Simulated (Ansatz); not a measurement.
Relaxed structures of AlSiH4Se (charge +1), singlet (PBE0-D4/def2-TZVP; forces vanish, vibrations not checked; lower isomers may exist, and structures with a doubtful reference or unclear bonds are left out; Å). Ansatz 0.2.0; basis: def2-TZVPP; cores frozen in the correlated methods. Filled d shells of the heavier atoms are correlated. The def2 sets are not built for correlating such inner shells, so the correlated values are less sure here.

Problem. Rank them by CCSD(T) energy, lowest first, and give each one's height above the lowest. Links in brackets join atoms within 1.22 times the sum of their covalent radii (1.1 for two metals). (To be estimated.)
A.
AlSiH₄Se ([AlH][SiH][SeH2]), total charge +1
```
7
angstrom
Al 1.3249 -1.2700 -0.2006
Si 0.8528 1.0335 -0.8123
Se -1.3879 1.0831 0.3174
H -2.2100 0.8248 -0.8768
H -1.7706 -0.2122 0.9121
H 1.4613 1.2915 0.5659
H 1.7330 -2.7702 0.0866
```
B.
AlSiH₄Se ([AlH2][SiH][SeH]), total charge +1
```
7
angstrom
Al -1.6093 0.4854 0.0364
Si 0.9320 0.4460 0.2778
Se 2.1483 -1.2698 -0.3042
H -2.0624 -0.8833 -0.5777
H -2.2728 1.8151 0.5215
H 1.8822 1.4633 0.7926
H 0.9819 -2.0567 -0.7465
```
C.
AlSiH₄Se ([AlH]1[SiH2][SeH]1), total charge +1
```
7
angstrom
Al 1.0536 1.0544 0.1655
Si -1.1418 0.2088 -0.0106
Se 0.6076 -1.3971 0.5940
H -1.7682 -0.2212 -1.2770
H -2.0150 0.2287 1.1813
H 2.4155 1.8120 0.1859
H 0.9745 -1.6545 -0.8135
```

Solution. Computed: C (0.00 kcal/mol), B (12.34 kcal/mol), A (36.48 kcal/mol). Heights count from the lowest.

The T1 diagnostic stays at or below 0.016.

For scale, one of the runs: CCSD(T)/def2-TZVPP, 188 basis functions, launched by `ansatz run in.yaml --threads 2 --pin off --events-out ev --progress --plain --max-ram 4352MiB`. Hardware: 2 CPU threads of an Arm Neoverse V1, shared host. Wall time 53 s; peak host memory 1.7 GiB.
